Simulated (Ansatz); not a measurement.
A nudged elastic band was laid between two geometries of ClHSSn (4 atoms, charge 0, multiplicity 1).

Method: RKS r2SCAN-D4/def2-SVP (Ansatz 0.2.0).

```
movable images  : 5
climbing image  : yes
spring          : 5.0 eV/Å²
optimiser       : fire
start path      : IDPP
force threshold : 0.05 eV/Å
iteration limit : 60
end points      : relaxed
largest step    : 0.5 Å
```

First end point:

```xyz
4
Properties=species:S:1:pos:R:3
S 0.196 1.504 -0.410
Sn -1.421 -0.349 -0.343
Cl 0.105 -1.952 0.610
H 1.176 0.737 0.123
```

Last end point:

```xyz
4
Properties=species:S:1:pos:R:3
S 0.846 0.965 -0.047
Sn -1.060 -0.579 -0.163
Cl 0.142 -2.431 0.765
H 0.128 1.985 -0.576
```

Q: Which bonds break or form, and what moves?

A: No bond is made or broken. The dihedral H4–S1–Sn2–Cl3 goes from 0 to 180°.

Q: What energy profile does the band end with?

A: The forces met the threshold. The highest image is number 3 of 0 to 6, 0.41 eV above the first end and 0.37 eV above the last; the last end lies 0.04 eV above the first. Another band between the same ends (5 images) ends at a top of the same energy, where a vibrational analysis finds 1 clearly imaginary mode.

```
image  path coordinate (Å)  energy (eV)  dihedral H4–S1–Sn2–Cl3 (°)
    0                 0.00         0.00                           0
    1                 0.46         0.09                         -25
    2                 0.92         0.29                         -58
    3                 1.38         0.41                         -91
    4                 1.81         0.31                        -121
    5                 2.25         0.13                        -150
    6                 2.69         0.04                         180
```

Q: What is the geometry of the highest image?

A: 
```xyz
4
Properties=species:S:1:pos:R:3
S 0.691 1.054 -0.845
Sn -1.301 -0.143 0.062
Cl -0.391 -2.353 0.344
H 1.056 1.382 0.418
```

The band took 31 iterations and of the order of 4 core-minutes.

Time of the run: 4.3 min on 1 thread of Intel(R) Xeon(R) 6975P-C (Granite Rapids), on a shared host, peak memory 0.14 GiB.
